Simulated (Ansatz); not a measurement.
`[O]=[W]([OH])([F])([F])[Cl]`, 7 atoms. Total charge 0; spin multiplicity 1. Correlated methods include outer-core shells of W, which these sets cover unevenly. W: def2 effective core potential. All runs use 4 threads of an Arm Neoverse V2 on a shared host. Correlated methods freeze the cores.

How many basis functions does each run have, and how long does it take in Ansatz? RKS PBE0-D4/def2-TZVPP energy; RKS PBE0-D4/def2-QZVPP energy; RKS PBE0-D4/def2-TZVP frequencies; RHF-MP2/def2-QZVPP energy; RHF-CCSD(T)/def2-TZVPP energy; RHF-CCSD(T)/def2-SVP energy; RKS PBE0-D4/def2-TZVP relaxation (16 steps); RKS revPBE-D4/def2-TZVPP energy; RKS ωB97M-V/def2-QZVPP energy; RKS CAM-B3LYP-D4/def2-TZVPP energy; direct RPA on PBE orbitals/def2-TZVPP energy; RKS ωB97M-V/def2-SVP energy. (Best estimate.)

Computed: Other jobs shared the machine, so times are rough.

| level | job | functions | wall time | peak host memory (GiB) |
| --- | --- | --- | --- | --- |
| RKS revPBE-D4/def2-TZVPP | energy | 236 | 2.1 s | 0.32 |
| RKS PBE0-D4/def2-TZVPP | energy | 236 | 3 s | 0.64 |
| RKS CAM-B3LYP-D4/def2-TZVPP | energy | 236 | 3.6 s | 0.7 |
| RKS ωB97M-V/def2-SVP | energy | 111 | 6.5 s | 0.38 |
| RKS PBE0-D4/def2-QZVPP | energy | 409 | 8 s | 1.5 |
| direct RPA on PBE orbitals/def2-TZVPP | energy | 236 | 8 s | 0.65 |
| RHF-CCSD(T)/def2-SVP | energy | 111 | 16 s | 0.68 |
| RHF-MP2/def2-QZVPP | energy | 409 | 16 s | 2 |
| RKS ωB97M-V/def2-QZVPP | energy | 409 | 19 s | 1.8 |
| RKS PBE0-D4/def2-TZVP | relaxation (16 steps) | 207 | 55 s | 0.6 |
| RKS PBE0-D4/def2-TZVP | frequencies | 207 | 120 s | 0.59 |
| RHF-CCSD(T)/def2-TZVPP | energy | 236 | 6 min | 5.5 |
